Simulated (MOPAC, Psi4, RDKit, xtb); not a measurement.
Two geometries of SMILES N[SiH2][SiH2]S (H₇NSSi₂), relaxed at B3LYP-D3(BJ)/def2-SVP with one dihedral held; other torsions can differ between them too.

Structure A

```
11

N     -1.0952     3.6206     1.9462
Si     0.0245     2.4501     2.5877
Si    -1.2571     0.6173     3.3051
S      0.1345    -1.0102     3.6574
H     -1.6836     3.3581     1.1601
H     -0.7907     4.5853     1.8437
H      0.7158     3.0863     3.7461
H      1.0893     1.9521     1.6535
H     -2.2658     0.2493     2.2628
H     -2.0120     0.9456     4.5512
H     -0.7806    -1.8618     4.1780
```

Structure B

```
11

N     -1.0518     3.6498     1.7644
Si    -0.0623     2.4865     2.5866
Si    -1.0286     0.3815     2.1900
S      0.5280    -1.0705     2.6073
H     -1.5569     3.4021     0.9209
H     -0.8776     4.6481     1.8178
H     -0.0322     2.7876     4.0487
H      1.3692     2.4101     2.1409
H     -1.4929     0.2934     0.7694
H     -2.2200     0.1343     3.0560
H     -0.2734    -2.1581     2.5143
```

**Question.** Which is lower in energy at the level DF-MP2 (frozen core)/cc-pVTZ // B3LYP-D3(BJ)/def2-SVP (Psi4), and by how much?

**Answer.** A is lower, by 1.67 kJ/mol (dihedral H5–N1–Si2–Si3: -60° in A, -30° in B).

E(B) − E(A) in kJ/mol at the other levels, on the same two geometries: MMFF94 // B3LYP-D3(BJ)/def2-SVP (RDKit) 9.58; PBE0/def2-TZVP // B3LYP-D3(BJ)/def2-SVP (Psi4) 1.23; PBE0-D3(BJ)/def2-TZVP // B3LYP-D3(BJ)/def2-SVP (Psi4) 1.11; PBE/def2-TZVP // B3LYP-D3(BJ)/def2-SVP (Psi4) 1.70; PBE-D3(BJ)/def2-TZVP // B3LYP-D3(BJ)/def2-SVP (Psi4) 1.56; HF/cc-pVTZ // B3LYP-D3(BJ)/def2-SVP (Psi4) 1.14; UFF // B3LYP-D3(BJ)/def2-SVP (RDKit) 13.35; PM7, restricted, heats of formation // B3LYP-D3(BJ)/def2-SVP (MOPAC) 5.65; PM6, restricted, heats of formation // B3LYP-D3(BJ)/def2-SVP (MOPAC) -3.91; GFN1-xTB // B3LYP-D3(BJ)/def2-SVP (xtb) -3.60.

MMFF94 has few fitted parameters for silicon.
